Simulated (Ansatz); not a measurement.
Born–Oppenheimer molecular dynamics of a periodic cell of 36 atoms, H2C3F4 (contents 4 C2H2 + 4 CF4, density as packed 1.47 g/cm³ with natural masses). It goes on from the last frame of an earlier run, with new velocities.

Computed with DFT PBE-D3(BJ), scalar-relativistic, plane waves, PAW in Ansatz 0.2.0. Settings: accuracy low, cutoff 420 eV, k mesh 1x1x1, fermi-dirac smearing 0.05 eV, no spin polarisation.

- ensemble: NVT, Nosé–Hoover chain
- time step: 0.75 fs
- steps asked: 210
- set temperature: 500 K
- thermostat: time constant 200 fs, chain length 3
- seed: 861162

First frame:

```xyz
36
Lattice="8.0166 0.0000 0.0000 0.0000 8.0166 0.0000 0.0000 0.0000 8.0166" Properties=species:S:1:pos:R:3
C 6.301 1.682 3.443
C 6.818 2.594 4.048
H 7.459 3.269 4.579
H 5.963 0.716 3.065
C 1.673 7.009 6.235
C 2.651 7.540 6.657
H 3.190 7.992 7.432
H 0.804 6.659 5.597
C 6.190 6.039 1.403
C 5.938 5.338 0.487
H 5.515 4.559 -0.055
H 6.856 6.680 2.087
C 4.624 2.522 0.604
C 5.080 2.545 -0.480
H 5.404 2.774 -1.440
H 4.275 2.460 1.641
C 2.709 1.642 3.529
F 3.661 0.765 3.797
F 2.187 1.416 2.330
F 1.746 1.696 4.433
F 3.216 2.896 3.486
C 4.639 5.671 4.662
F 5.177 4.927 3.731
F 4.271 5.004 5.768
F 5.536 6.550 5.122
F 3.411 6.137 4.155
C 0.351 1.723 7.705
F -0.264 2.664 8.505
F 0.145 0.460 8.125
F -0.243 1.833 6.505
F 1.662 1.962 7.686
C 1.807 5.258 1.514
F 1.792 6.544 1.736
F 1.079 4.562 2.402
F 1.212 4.999 0.350
F 3.063 4.995 1.402
```

Problem. What does the run give?

Solution. The run went to its last step.

```
steps done                                               : 210
time covered                                             : 157.5 fs
mean temperature over the second half                    : 517 K
spread of the potential energy over the second half      : 6.4 meV per atom
mean potential energy of the second half above the start : -4.3 meV per atom
```

The conserved energy stayed within 0.3 meV per atom of its start (net change -0.069 meV per atom), so the integration is sound. A run of 0.16 ps of so small a system gives no equilibrium averages. Limits of this set-up: coarse k mesh, low accuracy level.

Problem. What happens to the structure?

Solution. Mean squared displacements from the first frame to the last, about the centre of mass: C 0.55 Å², H 1.67 Å², F 0.51 Å². This is one draw of velocities; another would differ in detail.

Problem. How do temperature and energy run in time?

Solution. 
```json
{"time (fs)": "0.0", "T (K)": "500", "potential energy less start (eV)": "0.000", "conserved less start (meV/atom)": "0.00"}
{"time (fs)": "7.5", "T (K)": "597", "potential energy less start (eV)": "-0.443", "conserved less start (meV/atom)": "-0.13"}
{"time (fs)": "15.0", "T (K)": "531", "potential energy less start (eV)": "-0.140", "conserved less start (meV/atom)": "0.06"}
{"time (fs)": "22.5", "T (K)": "528", "potential energy less start (eV)": "-0.137", "conserved less start (meV/atom)": "-0.15"}
{"time (fs)": "30.0", "T (K)": "597", "potential energy less start (eV)": "-0.451", "conserved less start (meV/atom)": "-0.10"}
{"time (fs)": "37.5", "T (K)": "550", "potential energy less start (eV)": "-0.240", "conserved less start (meV/atom)": "-0.14"}
{"time (fs)": "45.0", "T (K)": "461", "potential energy less start (eV)": "0.165", "conserved less start (meV/atom)": "0.08"}
{"time (fs)": "52.5", "T (K)": "557", "potential energy less start (eV)": "-0.283", "conserved less start (meV/atom)": "-0.22"}
{"time (fs)": "60.0", "T (K)": "621", "potential energy less start (eV)": "-0.571", "conserved less start (meV/atom)": "-0.03"}
{"time (fs)": "67.5", "T (K)": "502", "potential energy less start (eV)": "-0.044", "conserved less start (meV/atom)": "-0.10"}
{"time (fs)": "75.0", "T (K)": "431", "potential energy less start (eV)": "0.281", "conserved less start (meV/atom)": "0.11"}
{"time (fs)": "82.5", "T (K)": "584", "potential energy less start (eV)": "-0.430", "conserved less start (meV/atom)": "-0.24"}
{"time (fs)": "90.0", "T (K)": "525", "potential energy less start (eV)": "-0.165", "conserved less start (meV/atom)": "-0.02"}
{"time (fs)": "97.5", "T (K)": "463", "potential energy less start (eV)": "0.105", "conserved less start (meV/atom)": "-0.15"}
{"time (fs)": "105.0", "T (K)": "535", "potential energy less start (eV)": "-0.225", "conserved less start (meV/atom)": "-0.05"}
{"time (fs)": "112.5", "T (K)": "528", "potential energy less start (eV)": "-0.203", "conserved less start (meV/atom)": "-0.20"}
{"time (fs)": "120.0", "T (K)": "498", "potential energy less start (eV)": "-0.072", "conserved less start (meV/atom)": "-0.10"}
{"time (fs)": "127.5", "T (K)": "453", "potential energy less start (eV)": "0.128", "conserved less start (meV/atom)": "-0.04"}
{"time (fs)": "135.0", "T (K)": "589", "potential energy less start (eV)": "-0.498", "conserved less start (meV/atom)": "-0.04"}
{"time (fs)": "142.5", "T (K)": "567", "potential energy less start (eV)": "-0.412", "conserved less start (meV/atom)": "-0.12"}
{"time (fs)": "150.0", "T (K)": "472", "potential energy less start (eV)": "0.013", "conserved less start (meV/atom)": "-0.01"}
{"time (fs)": "157.5", "T (K)": "469", "potential energy less start (eV)": "0.014", "conserved less start (meV/atom)": "-0.07"}
```

Run time: 13 min on 1 thread of Arm Neoverse V1, on a shared host, peak memory 0.53 GiB.
